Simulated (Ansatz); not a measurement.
Geometry optimisation, RHF/def2-SVP in Ansatz.

Input:

```yaml
crystal:
  periodic: [false, false, false]
  atoms:
    - { symbol: Cl, position_ang: [-2.49378, 0.81043, -0.41299] }
    - { symbol: B, position_ang: [-0.91548, 0.29743, -0.15079] }
    - { symbol: C, position_ang: [0.55078, 0.62736, 0.15915] }
    - { symbol: C, position_ang: [0.10808, -0.84153, -0.04991] }
    - { symbol: H, position_ang: [1.21463, 1.04222, -0.58691] }
    - { symbol: H, position_ang: [-1.81715, 1.01159, 0.06335] }
    - { symbol: H, position_ang: [0.4953, -1.34126, -0.92762] }
    - { symbol: H, position_ang: [0.16218, -1.48922, 0.81446] }
basis:
  gaussian: { orbitals: def2-SVP }
hamiltonian:
  xc: hf
relax:
  f_tol: 0.02
  max_steps: 50
output:
  orbitals: {}
```

Command:

```bash
$ ansatz run input.yaml --threads 1 --pin off --max-ram 2048MiB --backend cpu --events-out ev --progress --plain --runs-dir out
```

**Question.** Where does it end, and by what steps?

**Answer.** The run converged. After 14 steps the energy has fallen by 12.162 eV; H6 moved furthest, 1.15 Å. The start is strongly strained (largest force component 48 eV/Å), so its close contacts needn't be bonds. Parted: B2–H6.

| step | energy less start (eV) | largest force component (eV/Å) | accepted |
| --- | --- | --- | --- |
| 0 | 0.0000 | 47.689 | yes |
| 1 | -8.8253 | 10.398 | yes |
| 2 | -10.9083 | 2.767 | yes |
| 3 | -11.4702 | 1.337 | yes |
| 4 | -11.7175 | 1.741 | yes |
| 5 | -11.8131 | 1.171 | yes |
| 6 | -11.8795 | 1.575 | yes |
| 7 | -12.0068 | 0.872 | yes |
| 8 | -12.0968 | 0.358 | yes |
| 9 | -12.1129 | 0.235 | yes |
| 10 | -12.1186 | 0.691 | yes |
| 11 | -12.1385 | 0.543 | yes |
| 12 | -12.1598 | 0.108 | yes |
| 13 | -12.1615 | 0.030 | yes |
| 14 | -12.1618 | 0.017 | yes |

```xyz
8
Properties=species:S:1:pos:R:3
Cl -2.690 0.691 -0.078
B -0.746 0.104 -0.132
C 0.528 0.535 -0.176
C 0.243 -1.045 -0.140
H 1.443 1.094 -0.210
H -2.463 1.952 -0.080
H 0.468 -1.624 -1.039
H 0.522 -1.591 0.765
```

The run took 16 s on 1 thread of AMD EPYC 7R13 Processor (Zen 3), with other jobs on the host, peak memory 0.15 GiB.
